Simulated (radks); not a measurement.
Effect of the nuclear size on neutral selenium, [Ar] 3d10 4s2 4p4. All-electron calculation, Dirac Kohn-Sham, PBE, spin-unpolarised, spherical densities, finite nucleus; open shells are shared between the two j in proportion to 2j + 1; Fermi nuclear charge, rms radius 4.14 fm. Program: a radial shooting solver on a logarithmic mesh with Libxc functionals. The rms radius is varied about that value; shifts are against it.

| rms radius (fm) | total energy shift (eV) | density at nucleus (e/bohr^3) | 1s1/2 shift (meV) | 2s1/2 shift (meV) | 3s1/2 shift (meV) | 3p1/2 shift (meV) | 4s1/2 shift (meV) |
|---|---|---|---|---|---|---|---|
| 3.6432 | -0.105 | 4.012e+04 | -44.7 | -4.45 | -0.685 | 0.065 | -0.063 |
| 3.7964 | -0.0741 | 4.001e+04 | -31.5 | -3.13 | -0.482 | 0.046 | -0.045 |
| 4.14 | 0 | 3.976e+04 | 0.000 | 0.000 | 0.000 | 0.000 | 0.000 |
| 4.2932 | 0.0350 | 3.966e+04 | 14.8 | 1.48 | 0.228 | -0.022 | 0.021 |
| 4.8935 | 0.183 | 3.929e+04 | 77.8 | 7.75 | 1.19 | -0.114 | 0.111 |

Slopes of the eigenvalues against <r^2> in GHz/fm^2, as finite differences over the two radii next to the reference (eigenvalue slopes, not the field-shift constants of lines): 1s1/2 2790, 2s1/2 277, 3s1/2 42.7, 3p1/2 -4.07, 4s1/2 3.96.
